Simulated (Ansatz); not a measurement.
Ge5H10 (`[GeH2]1[GeH2][GeH2][GeH2][GeH2]1`). The species carries charge 0 and has multiplicity 1. Correlated methods include outer-core shells of Ge, which these sets cover unevenly. Scalar relativity is left out up to krypton.

```xyz
15

Ge    0.089   -1.741    1.062
Ge    1.512   -1.116   -0.814
Ge    0.910    1.173   -1.408
Ge   -0.769    1.880    0.208
Ge   -1.781   -0.191    0.979
H     0.859   -1.534    2.381
H    -0.355   -3.212    0.984
H     1.253   -2.053   -2.008
H     3.001   -1.216   -0.438
H     2.139    2.099   -1.388
H     0.309    1.199   -2.826
H    -1.791    2.853   -0.403
H    -0.078    2.577    1.395
H    -2.489   -0.040    2.337
H    -2.808   -0.678   -0.060
```

Question: Give the diagnostics of a CCSD(T)/def2-TZVPP run (frozen core, Ansatz). (Best estimate.)

Answer: Ansatz gave: T1 = 0.0118, largest single amplitude 0.032, largest double 0.024, (T) share of the correlation energy 3.7 %, 8 CCSD cycles. The RHF solution is stable towards an unrestricted one. T1 lies under the customary mark of 0.02 for closed shells.
